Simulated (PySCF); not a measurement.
Radial density of Tc²⁺ (technetium, charge +2)

UHF, [Kr] 4d4 5p1, one real determinant (an excited configuration). Calculation: PySCF 2.14, in def2-TZVPPD with the def2 core potential (28 electrons) (6s4p3d2f1g, 56 functions); scalar relativity through the core potential. This is the valence pseudo-density: the core potential removes the inner electrons and smooths the orbitals near the nucleus.

```tsv
r (bohr)	4πr²ρ (e/bohr)	4πr²(ρα − ρβ)
0.0695	4.321e-05	0.0000
0.117	0.0002802	0.0000
0.197	0.003160	0.0007
0.331	0.07860	0.0177
0.557	2.278	0.3507
0.936	11.84	2.3965
1.57	5.934	2.5973
2.65	0.9008	0.8165
4.45	0.2048	0.2048
7.49	0.002978	0.0030
```

⟨L²⟩ = 8.03 against 12 for a pure F term, so this real determinant mixes terms. Energies and moments cover only the electrons outside the core potential.
